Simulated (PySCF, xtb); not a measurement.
MoO2F2, SMILES [Mo](=[O])([F])(=[O])[F], multiplicity 1.

Harmonic wavenumbers (cm⁻¹) from xtb 6.7.1 with GFN2-xTB at its own minimum, in rising order: 177, 235, 238, 247, 287, 518, 537, 931, 981.

Problem. What does B3LYP-D3(BJ)/def2-SVP in PySCF give at its own minimum? (Estimate from the structure and the level; the computed values follow.)

Solution. 180, 236, 245, 272, 370, 714, 739, 1049, 1072. Paired by order, the mean absolute difference is 81 cm⁻¹ and the zero-point energies are 5.9 and 7.0 kcal/mol.
